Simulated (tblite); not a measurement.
C₅H₁₂BFO.
Geometry (GFN2-xTB, Å), atoms numbered from 1 in this order:
```
atom  x, y, z in Å
B1    -1.083   -1.922   -0.629
O2    -0.480   -0.623    0.170
C3    -1.430    0.419    0.378
C4    -0.581    1.648    0.669
C5     0.566    1.456   -0.323
C6     0.715   -0.070   -0.391
C7     1.887   -0.590    0.446
F8     3.068   -0.141   -0.083
H9    -0.190   -2.703   -0.620
H10   -1.376   -1.537   -1.719
H11   -2.013   -2.250    0.030
H12   -2.077    0.112    1.201
H13   -2.036    0.556   -0.525
H14   -1.125    2.576    0.513
H15   -0.214    1.623    1.696
H16    1.491    1.933   -0.004
H17    0.294    1.853   -1.300
H18    0.835   -0.422   -1.421
H19    1.834   -0.223    1.476
H20    1.909   -1.683    0.433
```

All values are computed: GFN2-xTB (tblite) harmonic vibrations without scaling, gas phase. Errors from tens to a few hundred cm⁻¹ against measured bands are possible. Modes of hydrogen on boron can be 10 to 20 % off. One conformer, not necessarily the lowest.

Harmonic wavenumbers (cm⁻¹): 51.3, 81.6, 165.6, 182.8, 203.2, 246.1, 297.4, 395.1, 425.1, 455.7, 600.0, 717.5, 843.2, 862.2, 885.0, 902.1, 903.1, 954.6, 988.7, 1002.7, 1042.5, 1059.0, 1096.8, 1108.6, 1128.4, 1139.6, 1158.7, 1175.2, 1195.1, 1211.3, 1242.0, 1246.2, 1247.3, 1279.8, 1297.3, 1305.6, 1308.0, 1331.1, 1441.2, 1472.7, 1477.8, 1491.4, 2438.2, 2498.7, 2512.1, 2923.4, 2936.0, 2953.5, 2972.5, 2995.3, 3000.4, 3011.5, 3031.3, 3039.6.

A = 2837, B = 1637, C = 1167 MHz; mass 118.097 u (most abundant isotopes); point group C1, symmetry number 1.

Question: What is the zero-point energy?

Answer: ½Σν̃ = 36466 cm⁻¹ = 104.26 kcal/mol.

Question: Give the ideal-gas entropy at 273.15 K and 1 bar in the rigid-rotor, harmonic-oscillator model (classical rotation).

Answer: Translation 39.80, rotation 28.21, vibration 21.73: S = 89.8 cal/(mol K).

Question: And Cp and H(273.15 K) − H(0)?

Answer: Cp = 32.30 cal/(mol K), of which vibrations give 24.35 (their classical limit is 54 R = 107.3); H(273.15 K) − H(0) = 5.39 kcal/mol without the zero-point energy, 3.22 from vibrations.

Question: How do the functions run with temperature in this model?

Answer: 
```json
{"T (K)": "100", "S (cal/(mol K))": "66.6", "Cp (cal/(mol K))": "16.9", "H − H(0) (kcal/mol)": "1.20", "G − H(0) (kcal/mol)": "-5.47", "ln q(vib)": "1.30"}
{"T (K)": "200", "S (cal/(mol K))": "80.9", "Cp (cal/(mol K))": "25.2", "H − H(0) (kcal/mol)": "3.30", "G − H(0) (kcal/mol)": "-12.88", "ln q(vib)": "3.42"}
{"T (K)": "300", "S (cal/(mol K))": "92.9", "Cp (cal/(mol K))": "35.2", "H − H(0) (kcal/mol)": "6.30", "G − H(0) (kcal/mol)": "-21.57", "ln q(vib)": "5.59"}
{"T (K)": "500", "S (cal/(mol K))": "116.0", "Cp (cal/(mol K))": "56.0", "H − H(0) (kcal/mol)": "15.50", "G − H(0) (kcal/mol)": "-42.48", "ln q(vib)": "10.11"}
{"T (K)": "800", "S (cal/(mol K))": "147.2", "Cp (cal/(mol K))": "76.7", "H − H(0) (kcal/mol)": "35.69", "G − H(0) (kcal/mol)": "-82.08", "ln q(vib)": "17.10"}
{"T (K)": "1000", "S (cal/(mol K))": "165.3", "Cp (cal/(mol K))": "85.5", "H − H(0) (kcal/mol)": "51.96", "G − H(0) (kcal/mol)": "-113.36", "ln q(vib)": "21.63"}
```

q(vib) and H(0) count from the zero-point level.

Question: Blend soft modes into free rotors: weight 1/[1 + (100 cm⁻¹/ν̃)⁴] for the oscillator and the rest for a rotor with moment μB/(μ + B), μ = h/(8π²ν), B = 10⁻⁴⁴ kg m². What vibrational entropy results?

Answer: 20.18 cal/(mol K) in place of 21.73, which changes −T·S at 273.15 K by +0.43 kcal/mol.

Question: Which modes carry the vibrational entropy at 273.15 K?

Answer: 51.3 cm⁻¹: 4.59; 81.6 cm⁻¹: 3.68; 165.6 cm⁻¹: 2.32; 182.8 cm⁻¹: 2.14; 203.2 cm⁻¹: 1.94; 246.1 cm⁻¹: 1.61 cal/(mol K); the other 48 give 5.45 together.

Question: What must be added to the electronic energy to get the Gibbs energy at 273.15 K and 1 bar?

Answer: ZPE + [H(273.15 K) − H(0)] − T·S = 104.26 + 5.39 − 24.52 = 85.13 kcal/mol.

Hindered rotation and anharmonicity are outside this model. Other conformers, if any are populated, would add a mixing term that is left out. The structure is chiral; the term R ln 2 for an equal mix with its mirror image is left out.
